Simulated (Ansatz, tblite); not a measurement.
Cost and result up the ladder for the cluster Be4O4 (the lowest singlet isomer of a short search) (8 atoms). The state is a singlet with charge 0. Geometry: PBE-D4/def2-SVP.

```xyz
8

Be    0.798   -0.238    1.490
Be   -1.129    1.024    0.769
Be    1.129   -1.024   -0.769
Be   -0.798    0.238   -1.490
O    -0.277    0.658    1.891
O     0.277   -0.658   -1.891
O     1.614   -1.057    0.604
O    -1.614    1.057   -0.604
```

Ansatz on 4 threads of Arm Neoverse V1 on a shared host; xTB runs through tblite on one thread. Times are rough, summed over both states, and most runs start from the orbitals of an earlier one. PBE0-D4/def2-TZVP serves as the yardstick here, not as an exact answer. The other state is a triplet.

The xTB rows come from tblite. The structure comes from a short search, and lower isomers may exist.

xTB has no spin-polarisation term.

```
                         level  functions  wall time
                      GFN1-xTB         32    0.008 s
                      GFN2-xTB         32    0.009 s
PBE-D4/def2-TZVP (with forces)        200        7 s
             PBE0-D4/def2-TZVP        200       17 s
           r2SCAN-D4/def2-TZVP        200       26 s
```

**Question.** Estimate what each level gives for the vertical triplet (eV).

**Answer.** 
| level | vertical triplet (eV) | difference from PBE0-D4/def2-TZVP (eV) |
| --- | --- | --- |
| GFN1-xTB | 5.00 | -0.84 |
| GFN2-xTB | 5.64 | -0.20 |
| PBE-D4/def2-TZVP (with forces) | 5.02 | -0.83 |
| PBE0-D4/def2-TZVP | 5.85 | 0.00 |
| r2SCAN-D4/def2-TZVP | 5.52 | -0.33 |
